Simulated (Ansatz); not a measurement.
C₂H₆ClFSi, SMILES [SiH3]C[C@@H](F)Cl.

The structure is a stationary point at B3LYP-D3(BJ)/def2-SVP. The structure was generated by enumeration; whether it is a known compound was not checked. One conformer was computed; it need not be the lowest.

Two levels are set side by side: PBE/def2-SVPD (Ansatz, a program for electronic structure) and CAM-B3LYP/def2-SVPD (Ansatz). Energy differences of separate SCF runs at the same geometry; the states with an electron removed or added have multiplicity 2 and 2. Differences are taken from unrounded values.

| quantity | CAM-B3LYP |
|---|---|
| vertical ionisation energy (eV) | 11.26 |
| vertical singlet–triplet gap (eV) | 6.78 |

### Question
What does PBE give, and how far is it from CAM-B3LYP? (Estimate from the structure and the level; the computed values follow.)

### Answer

```
quantity                             PBE  PBE minus CAM-B3LYP
---------------------------------  -----  -------------------
vertical ionisation energy (eV)    10.48                -0.78
vertical singlet–triplet gap (eV)   6.37                -0.41
```
